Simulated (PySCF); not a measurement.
# Potential energy of MoN along the bond

Set-up: Mo cc-pVDZ-PP with ECP28, N cc-pVDZ; scalar-relativistic core potentials (PySCF 2.14). Energies in eV from Mo (4d5 5s1) + N in their ground configurations at the same level. State: ⁴Σ⁻ (quartet), unpaired electrons σ ↑, δ ↑↑.

All columns are PBE0. A positive dipole means Mo(−)N(+).

```tsv
R (Å)	E (eV)	μ (D)	Mulliken charge on Mo (basis-dependent)	HOMO (eV)	LUMO (eV)	Mayer bond order	⟨S²⟩
1.399	-2.693	-1.62	-0.03	-5.06	-1.92	3.41	3.77
1.464	-3.905	-2.14	0.00	-5.22	-2.03	3.37	3.78
1.529	-4.573	-2.61	0.04	-5.37	-2.11	3.32	3.79
1.578	-4.806	-2.92	0.06	-5.47	-2.16	3.28	3.81
1.627	-4.866	-3.19	0.09	-5.56	-2.20	3.22	3.84
1.676	-4.794	-3.42	0.11	-5.64	-2.21	3.14	3.89
1.741	-4.560	-3.64	0.14	-5.72	-2.20	2.99	4.02
1.822	-4.153	-3.78	0.17	-5.79	-2.23	2.69	4.28
1.920	-3.628	-3.80	0.20	-5.82	-2.20	2.27	4.67
2.050	-2.982	-3.72	0.22	-5.83	-2.08	1.79	5.12
```

A fit through these points gives, at Re = 1.622 Å, μ = -3.16 D and dμ/dR = -5.23 D/Å; the reduced mass is 12.25 u.

Question: How strong is the fundamental in the double-harmonic approximation, I = 42.26·(dμ/dR)²/μred km/mol?

Answer: I = 42.26·(-5.23)²/12.25 = 94.4 km/mol at PBE0.

The metal atom is held in its measured ground configuration; semilocal functionals can put another filling of s and d lower by some tenths of an eV, and De to that atom would be smaller. ⟨S²⟩ of the unrestricted solution departs from its pure value on part of the curve, where spin states mix. These are scalar-relativistic numbers at best; spin–orbit coupling would shift them, the dissociation energy most. With d or f electrons several states lie close, and the lowest PBE0 determinant need not be the measured ground state.
